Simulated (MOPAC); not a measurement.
MOPAC input (PM3):

```
PM3 PRECISE GNORM=0.05 LET XYZ CHARGE=-1 GEO-OK AUX(PRECISION=9) THREADS=1
H2BO3

O    -1.26086241 1   -0.78307349 1   -0.05683635 1
B    -0.17650904 1   -0.10962302 1   -0.00795656 1
O    -0.11286221 1    1.35319323 1    0.00031994 1
O     1.16142137 1   -0.70197318 1    0.04694635 1
H     0.74460991 1    1.66252637 1    0.30457658 1
H     1.83636129 1   -0.05958372 1   -0.18823320 1
```

From the last part of the output:

```
                                                       MOPAC v23.2.5 Linux

          FINAL HEAT OF FORMATION =       -255.47233 KCAL/MOL =   -1068.89624 KJ/MOL

          COSMO AREA              =         84.86 SQUARE ANGSTROMS
          COSMO VOLUME            =         66.12 CUBIC ANGSTROMS

          GRADIENT NORM           =          0.03156          =       0.01289 PER ATOM
          IONIZATION POTENTIAL    =          4.495465 EV
          HOMO LUMO ENERGIES (EV) =         -4.495  9.417
          NO. OF FILLED LEVELS    =         12
          MOLECULAR WEIGHT        =         60.8240         POINT GROUP:  C2v

          MOLECULAR DIMENSIONS (Angstroms)

            Atom       Atom       Distance
            H     5    O     1     3.16908
            H     6    O     3     2.52159
            O     1    O     4     0.00100

          SCF CALCULATIONS        =         25

   ATOM   CHEMICAL          X               Y               Z
  NUMBER   SYMBOL      (ANGSTROMS)     (ANGSTROMS)     (ANGSTROMS)

     1       O         -1.22697637  *  -0.76202875  *  -0.05520013  *
     2       B         -0.14864166  *  -0.09231062  *  -0.00672088  *
     3       O         -0.15275514  *   1.34960277  *   0.05256736  *
     4       O          1.14402219  *  -0.73396356  *  -0.00823756  *
     5       H          0.70302368  *   1.74758167  *   0.08629663  *
     6       H          1.87993825  *  -0.14342120  *   0.03118054  *

                             CARTESIAN COORDINATES

   1    O       -1.226976369    -0.762028749    -0.055200133
   2    B       -0.148641658    -0.092310617    -0.006720876
   3    O       -0.152755139     1.349602768     0.052567355
   4    O        1.144022186    -0.733963562    -0.008237560
   5    H        0.703023682     1.747581670     0.086296630
   6    H        1.879938253    -0.143421195     0.031180543

           Empirical Formula: H2 O3 B  =     6 atoms

      MOLECULAR POINT GROUP   :   C2v

                  EIGENVALUES
 -32.09050 -30.55484 -28.75562 -13.80980 -12.34259 -10.12720  -9.46667  -7.12599
  -6.68411  -6.11034  -4.75912  -4.49547   9.41651   9.45441   9.80486  10.74797
  12.43781  13.53540

              NET ATOMIC CHARGES AND DIPOLE CONTRIBUTIONS

  ATOM NO.   TYPE          CHARGE      No. of ELECS.   s-Pop       p-Pop
    1          O          -0.476926        6.4769     1.80968     4.66725
    2          B           0.019571        2.9804     0.97732     2.00310
    3          O          -0.405680        6.4057     1.75092     4.65476
    4          O          -0.405691        6.4057     1.75093     4.65477
    5          H           0.134364        0.8656     0.86564
    6          H           0.134363        0.8656     0.86564
 DIPOLE           X         Y         Z       TOTAL
 POINT-CHG.     2.313     1.437     0.105     2.725
 HYBRID         1.346     0.836     0.062     1.586
 SUM            3.659     2.273     0.167     4.311

          ATOMIC ORBITAL ELECTRON POPULATIONS

     Atom    s        px        py        pz
    1  O   1.80968   1.44982   1.66528   1.55215
    2  B   0.97732   0.67717   0.65743   0.66850
    3  O   1.75092   1.33925   1.42727   1.88824
    4  O   1.75093   1.24949   1.51686   1.88842
    5  H   0.86564
    6  H   0.86564

 **********************
 *                    *
 * JOB ENDED NORMALLY *
 *                    *
 **********************

 == MOPAC DONE ==
```

The dipole moment of an ion depends on the origin.
